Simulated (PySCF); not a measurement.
**H₃RuN + Cl₂ → HRuN + 2 HCl**

Level: PBE0 in the def2-TZVP basis family, computed in PySCF with density fitting; scalar-relativistic core potentials for atoms from Rb on, none lighter, no spin–orbit coupling; open shells unrestricted.

| species | state and structure | ZPE (kJ/mol) | H(298 K) − H(0) (kJ/mol) | S° (J/(mol K)) |
| --- | --- | --- | --- | --- |
| H₃RuN | singlet, Cs, Ru–H 1.559 Å, Ru–H 1.629 Å (×2), Ru–N 1.571 Å; H–Ru–H 83.2° (×2), H–Ru–H 135.3°, H–Ru–N 95.9°, H–Ru–N 111.8° (×2) | 64.9 | 11.6 | 262.3 |
| Cl₂ | singlet, D∞h, Cl–Cl 1.982 Å | 3.5 | 9.1 | 222.5 |
| HRuN | singlet, Cs, Ru–H 1.632 Å, Ru–N 1.548 Å; H–Ru–N 105.7° | 22.0 | 10.6 | 252.0 |
| HCl | singlet, C∞v, H–Cl 1.279 Å | 17.9 | 8.7 | 186.6 |

(1) Is the gas-phase reaction uphill or downhill in electronic energy at this level, and by how much?

(2) Add zero-point, thermal and entropy terms for 298.15 K and 1 bar.

## Answers

(1) At PBE0/def2-TZVP, ΔE = -71.9 kJ/mol, downhill. 

(2) ΔZPE = -10.6 and Δ[H(298) − H(0)] = 7.3 kJ/mol give ΔH° = -75.2 kJ/mol. ΔS° = 140.4 J/(mol K), so ΔG° = -75.2 − 298.15 × (0.1404) = -117 kJ/mol and log₁₀K = 20.5.

Only the bonding shown was studied: isomers, or loss of a ligand pair, can lie lower.
